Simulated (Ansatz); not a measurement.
H4S4Ti (`[SH][Ti]([SH])([SH])[SH]`), relaxed with RKS PBE0-D4/def2-TZVP in the Gaussian-basis code of Ansatz from a PBE-D4/def2-SVP geometry. The force threshold is 0.005 eV/Å; the program also tests the step.

Total charge 0; spin multiplicity 1.

Start:

```xyz
9

S     0.211    2.001   -0.615
Ti   -0.290   -0.170   -0.103
S    -2.300   -0.190    0.961
S     1.386   -1.036    1.189
S    -0.486   -1.476   -1.956
H     1.495    1.587   -0.858
H    -1.644   -0.300    2.155
H     1.382    0.144    1.885
H     0.247   -0.560   -2.659
```

```tsv
step	energy (eV)	largest force (eV/Å)	largest move (Å)
1	-66507.4241	0.484	0.000
2	-66507.4457	0.218	0.040
3	-66507.4501	0.040	0.028
4	-66507.4505	0.009	0.020
5	-66507.4505	0.003	0.003
6	-66507.4506	0.001	0.002
```

End:

```xyz
9

S     0.209    2.008   -0.602
Ti   -0.270   -0.159   -0.096
S    -2.283   -0.187    0.946
S     1.398   -1.038    1.177
S    -0.484   -1.468   -1.934
H     1.478    1.654   -0.894
H    -1.698   -0.287    2.156
H     1.413    0.085    1.926
H     0.239   -0.608   -2.679
```

Run time 31 s (2 threads of an AMD EPYC 7R13 on a shared host and a share of an NVIDIA H100 80 GB); peak host memory 0.96 GiB.
